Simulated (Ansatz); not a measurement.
`O[SiH](Cl)[SiH2]F` + `CO[SiH](Cl)[GeH3]` → `CO[Si@H](Cl)[Si@H](O)Cl` + `F[SiH2][GeH3]`  (redistribution)

Isolated molecules relaxed with PBE0-D4/def2-TZVP in Ansatz; ΔE leaves out vibrations. CBS: MP2 limit from def2 TZ/QZ plus the TZ coupled-cluster correction, frozen cores. DFT in def2-TZVPP. B3LYP here is the variant with VWN-RPA as its local correlation; programs differ in this. For Ge outer-core shells are correlated without core-valence functions, which leaves a few kJ/mol of doubt a bond. Scalar relativity is left out up to krypton. Each species was taken in one conformer, which may not be the lowest.

`O[SiH](Cl)[SiH2]F`:

Z-matrix (Å, degrees):
```
Si
Cl 1 2.063
Si 1 2.352 2 106.7
O 1 1.638 2 111.1 3 -121.6
H 1 1.480 2 107.7 3 123.0
F 3 1.609 1 106.7 2 -74.8
H 3 1.484 1 112.5 2 44.0
H 3 1.487 1 111.9 2 167.7
H 4 0.959 1 118.1 2 65.6
```

`CO[SiH](Cl)[GeH3]`:

```xyz
12

C    -0.906    0.124   -1.859
O    -0.817   -0.824   -0.817
Si    0.474   -0.945    0.180
Cl    0.312   -2.757    1.120
Ge    0.503    0.769    1.833
H    -1.028    1.140   -1.466
H    -1.780   -0.121   -2.463
H    -0.019    0.101   -2.501
H     1.727   -0.958   -0.624
H     0.489    2.156    1.164
H     1.774    0.663    2.690
H    -0.728    0.654    2.744
```

`CO[Si@H](Cl)[Si@H](O)Cl`:

```xyz
13

C     0.965   -1.725    1.227
O     0.582   -0.692    0.338
Si   -0.797    0.182    0.467
Cl   -2.449   -1.028    0.196
Si   -0.556    1.690   -1.307
O     0.322    0.953   -2.475
Cl    0.426    3.333   -0.535
H     0.920   -1.389    2.267
H     0.318   -2.598    1.106
H     1.992   -2.009    0.994
H    -0.937    0.746    1.833
H    -1.796    2.180   -1.941
H     1.010    0.356   -2.169
```

`F[SiH2][GeH3]`:

```xyz
8

F    -0.220   -2.259   -0.260
Si    0.089   -0.806   -0.868
Ge   -0.083    0.831    0.851
H     1.458   -0.839   -1.445
H    -0.892   -0.552   -1.954
H    -1.499    0.857    1.445
H     0.223    2.216    0.254
H     0.924    0.552    1.978
```

Question: Is it downhill or uphill in electronic energy at CCSD(T)/CBS, and by how much? (Estimate.)

Answer: Ansatz gave: Downhill: ΔE = -0.14 eV.

Question: What do these levels give: PBE-D4, r2SCAN-D4, PBE0-D4, B3LYP-D4, ωB97M-V, B2PLYP, PBE0, B3LYP, HF/def2-TZVPP, CCSD(T)/def2-TZVPP, HF/CBS(def2), MP2/CBS(def2)? (An estimate is asked.)

Answer: Computed: PBE-D4 -0.15, r2SCAN-D4 -0.15, PBE0-D4 -0.15, B3LYP-D4 -0.16, ωB97M-V -0.16, B2PLYP -0.15, PBE0 -0.14, B3LYP -0.14, HF/def2-TZVPP -0.13, CCSD(T)/def2-TZVPP -0.15, HF/CBS(def2) -0.13, MP2/CBS(def2) -0.14 eV.

Largest T1 diagnostic among the species: 0.012.
